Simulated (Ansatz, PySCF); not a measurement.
Breaking the C4–H5 bond in CH4GeO (SMILES C[O][GeH]) (multiplicity 1 held, fragments rigid). Energies count from the point at 1.093 Å.
Geometry at that point (charge 0, multiplicity 1):
```csv
atom,x (Å),y (Å),z (Å)
Ge,-0.3092,-0.4404,0.6133
H,-1.3390,-0.7616,-0.6020
O,0.7362,0.6534,-0.3365
C,0.6019,1.0336,-1.6953
H,0.4997,2.1200,-1.7566
H,1.5021,0.7410,-2.2416
H,-0.2698,0.5637,-2.1609
```

R- and RO- levels are restricted; in cc, def2 and unpolarised 6-31G sets they are followed outwards from rest. U- levels take the lowest unrestricted solution at each point, which mixes spins at long bonds. Active spaces are followed from a long bond inwards. Curves can end on different states.

Cores are frozen in the correlated methods. Filled d and f shells under p-block atoms count as core. Rows in LANL2DZ carry no dispersion term and start afresh at each structure. LANL2DZ brings its own core potentials from Na on.

Run with Ansatz (a first-principles code) with Gaussian orbitals; PySCF for LANL2DZ rows. Values without a source in brackets are computed.

Energies in kcal/mol.

```json
[
 {"R (Å)": "0.874", "U-HF/LANL2DZ": "28.4", "U-B3LYP/cc-pVTZ": "27.8", "R-SCS-MP2/cc-pVTZ": "28.0", "FIC-MRCISD+Q on CASSCF(2,2)/cc-pVTZ": "28.1"},
 {"R (Å)": "0.984", "U-HF/LANL2DZ": "5.0", "U-B3LYP/cc-pVTZ": "5.4", "R-SCS-MP2/cc-pVTZ": "5.4", "FIC-MRCISD+Q on CASSCF(2,2)/cc-pVTZ": "5.5"},
 {"R (Å)": "1.093", "U-HF/LANL2DZ": "0.0", "U-B3LYP/cc-pVTZ": "0.0", "R-SCS-MP2/cc-pVTZ": "0.0", "FIC-MRCISD+Q on CASSCF(2,2)/cc-pVTZ": "0.0"},
 {"R (Å)": "1.202", "U-HF/LANL2DZ": "4.8", "U-B3LYP/cc-pVTZ": "3.6", "R-SCS-MP2/cc-pVTZ": "3.9", "FIC-MRCISD+Q on CASSCF(2,2)/cc-pVTZ": "3.7"},
 {"R (Å)": "1.311", "U-HF/LANL2DZ": "14.7", "U-B3LYP/cc-pVTZ": "11.9", "R-SCS-MP2/cc-pVTZ": "12.7", "FIC-MRCISD+Q on CASSCF(2,2)/cc-pVTZ": "12.1"},
 {"R (Å)": "1.475", "U-HF/LANL2DZ": "33.4", "U-B3LYP/cc-pVTZ": "27.8", "R-SCS-MP2/cc-pVTZ": "29.6", "FIC-MRCISD+Q on CASSCF(2,2)/cc-pVTZ": "28.2"},
 {"R (Å)": "1.639", "U-HF/LANL2DZ": "53.1", "U-B3LYP/cc-pVTZ": "44.5", "R-SCS-MP2/cc-pVTZ": "47.3", "FIC-MRCISD+Q on CASSCF(2,2)/cc-pVTZ": "44.7"},
 {"R (Å)": "1.913", "U-HF/LANL2DZ": "73.4", "U-B3LYP/cc-pVTZ": "69.6", "R-SCS-MP2/cc-pVTZ": "74.2", "FIC-MRCISD+Q on CASSCF(2,2)/cc-pVTZ": "68.4"},
 {"R (Å)": "2.186", "U-HF/LANL2DZ": "81.1", "U-B3LYP/cc-pVTZ": "88.4", "R-SCS-MP2/cc-pVTZ": "95.9", "FIC-MRCISD+Q on CASSCF(2,2)/cc-pVTZ": "85.6"},
 {"R (Å)": "2.514", "U-HF/LANL2DZ": "84.4", "U-B3LYP/cc-pVTZ": "99.5", "R-SCS-MP2/cc-pVTZ": "115.3", "FIC-MRCISD+Q on CASSCF(2,2)/cc-pVTZ": "98.1"},
 {"R (Å)": "2.951", "U-HF/LANL2DZ": "85.7", "U-B3LYP/cc-pVTZ": "105.0", "R-SCS-MP2/cc-pVTZ": "131.5", "FIC-MRCISD+Q on CASSCF(2,2)/cc-pVTZ": "105.6"},
 {"R (Å)": "3.497", "U-HF/LANL2DZ": "86.0", "U-B3LYP/cc-pVTZ": "107.0", "R-SCS-MP2/cc-pVTZ": "139.7", "FIC-MRCISD+Q on CASSCF(2,2)/cc-pVTZ": "108.3"}
]
```

Doubts at one or more of the structures used: a spin-contaminated determinant (U-HF/LANL2DZ, U-B3LYP/cc-pVTZ); a restricted determinant that unrestricted orbitals would lower (R-SCS-MP2/cc-pVTZ).
